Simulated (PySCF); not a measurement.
Si(H)2(F)(NHSiH3) (FH₆NSi₂), SMILES F[SiH2]N[SiH3].

Geometry: PBE-D3(BJ)/def2-SVP. One conformer was computed; it need not be the lowest.

Calculation: PBE-D3(BJ)/def2-SVP run with PySCF.

Frequencies are harmonic and unscaled.

```
mode  ν (cm⁻¹)  IR (km/mol)  moving atoms (share of kinetic energy)
----  --------  -----------  --------------------------------------
1           65          0.9         F 38 %, Si 24 %, N 20 %, H 19 %
2           84          0.2                                  H 89 %
3          196          0.5                 Si 41 %, H 31 %, N 24 %
4          287         11.8         F 33 %, N 26 %, Si 23 %, H 19 %
5          411         66.5                          H 81 %, N 16 %
6          578         14.5                         H 51 %, Si 39 %
7          599          0.7                         H 69 %, Si 23 %
8          688         68.1                  H 82 %, N 10 %, Si 9 %
9          754         66.6                  H 78 %, Si 10 %, N 9 %
10         805         44.6                  H 61 %, N 23 %, Si 9 %
11         834         38.0                 F 46 %, H 27 %, Si 21 %
12         886        240.8                                  H 92 %
13         894         96.9                                  H 94 %
14         916        155.4                         H 78 %, Si 14 %
15         927        155.7                 H 61 %, N 27 %, Si 12 %
16         936        182.2                         H 81 %, Si 13 %
17         975         50.6                  H 74 %, Si 16 %, N 8 %
18        1162        185.0                          H 64 %, N 32 %
19        2150        138.2                                  H 96 %
20        2158        119.0                                  H 98 %
21        2187         55.6                                  H 96 %
22        2196         95.0                                  H 97 %
23        2214        135.5                                  H 96 %
24        3497         37.1                                  H 93 %
```
